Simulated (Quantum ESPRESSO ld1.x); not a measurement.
The numbers below are computed, except where a source is named.
Q: Coherent X-ray form factor from a spherical all-electron density. Code: ld1.x of Quantum ESPRESSO 7.5. Model: non-relativistic Kohn-Sham, LDA (Slater exchange, VWN5 correlation), spin-polarised, spherical densities, point nucleus.

sin(theta)/lambda (1/angstrom),f0 (electrons)
0.05,9.822
0.1,9.323
0.15,8.595
0.2,7.746
0.25,6.869
0.3,6.029
0.4,4.595
0.5,3.537
0.6,2.805
0.8,1.988
1,1.617
1.25,1.378
1.5,1.210
2,0.918

The species is in the configuration that NIST lists as its ground one. Which atom or ion scatters so?

A: Neutral neon, [Ne]. Extrapolating in s^2 from the first two rows gives f0(0) = 10.0, near the electron count 10; among species with that count, the fall with angle is slower the higher Z, and the table is that of Z = 10; from so few rows the species is fixed only to a neighbour or two.
